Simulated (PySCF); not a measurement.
**Vertical excitation energies**

Species: Te(SiH3)2.
Bonds: Te1–Si2, Te1–Si6. Hydrogens: H3, H4, H5 on Si2; H7, H8, H9 on Si6.

Computed with PySCF, TDDFT CAM-B3LYP/def2-SVPD, vertical, gas phase, core orbitals frozen in the response, def2 core potentials past Kr. Geometry: PBE0-D3(BJ)/def2-SVP; no solvent, vibrations or thermal averaging. Spin–orbit coupling is left out.

**Question.** Predict the UV-vis stick spectrum at this level.

**Answer.** 

```json
{"state": "S1", "E (eV)": "4.29", "ν̃ (cm⁻¹)": "34620", "f": "0.0000", "|μ| (D)": "0.01", "main configurations (H = HOMO, L = LUMO)": "H→L (94%)"}
{"state": "S2", "E (eV)": "4.82", "ν̃ (cm⁻¹)": "38900", "f": "0.024", "|μ| (D)": "1.14", "main configurations (H = HOMO, L = LUMO)": "H→L+1 (96%)"}
{"state": "S3", "E (eV)": "5.56", "ν̃ (cm⁻¹)": "44870", "f": "0.0022", "|μ| (D)": "0.32", "main configurations (H = HOMO, L = LUMO)": "H→L+3 (92%)"}
{"state": "S4", "E (eV)": "6.02", "ν̃ (cm⁻¹)": "48540", "f": "0.025", "|μ| (D)": "1.05", "main configurations (H = HOMO, L = LUMO)": "H→L+2 (80%), H→L+7 (12%)"}
{"state": "S5", "E (eV)": "6.09", "ν̃ (cm⁻¹)": "49160", "f": "0.0060", "|μ| (D)": "0.51", "main configurations (H = HOMO, L = LUMO)": "H→L+7 (57%), H-1→L (20%), H→L+2 (16%)"}
{"state": "S6", "E (eV)": "6.66", "ν̃ (cm⁻¹)": "53750", "f": "0.030", "|μ| (D)": "1.09", "main configurations (H = HOMO, L = LUMO)": "H→L+6 (62%), H→L+4 (30%)"}
{"state": "S7", "E (eV)": "6.68", "ν̃ (cm⁻¹)": "53880", "f": "0.030", "|μ| (D)": "1.09", "main configurations (H = HOMO, L = LUMO)": "H→L+5 (82%)"}
{"state": "S8", "E (eV)": "6.69", "ν̃ (cm⁻¹)": "53940", "f": "0.082", "|μ| (D)": "1.80", "main configurations (H = HOMO, L = LUMO)": "H→L+4 (57%), H→L+6 (29%)"}
{"state": "S9", "E (eV)": "6.74", "ν̃ (cm⁻¹)": "54360", "f": "0.074", "|μ| (D)": "1.70", "main configurations (H = HOMO, L = LUMO)": "H-1→L (52%), H-2→L+1 (20%), H→L+7 (19%)"}
{"state": "S10", "E (eV)": "6.76", "ν̃ (cm⁻¹)": "54500", "f": "0.039", "|μ| (D)": "1.23", "main configurations (H = HOMO, L = LUMO)": "H-1→L+1 (69%), H-2→L (19%)"}
```

Triplets (Tamm–Dancoff): T1 3.95 eV, H→L (92%); T2 4.41 eV, H→L+1 (91%); T3 5.41 eV, H→L+3 (85%); T4 5.51 eV, H-1→L (65%), H→L+7 (20%).

The lowest singlet lies at 4.29 eV (289 nm, ultraviolet) and is dark (f under 0.0005); its leading configuration is HOMO→LUMO (94%). The most intense listed level is S8 at 6.69 eV (185 nm, f = 0.082), 2.39 eV above S1. S7/S8 lie within about 0.01 eV of each other. Löwdin shares by element: HOMO tellurium 77%, silicon 18%; LUMO tellurium 54%, silicon 28% (atoms not listed hold the other 18%). The listed states span 2.47 eV, and the widest gap between neighbours is 0.74 eV (S2 to S3). Weighted by f, the mean energy of these states is 6.49 eV. The vertical ionisation energy (ΔSCF) is 8.43 eV, 1.67 eV above S10. The window holds the lowest 10 singlets.
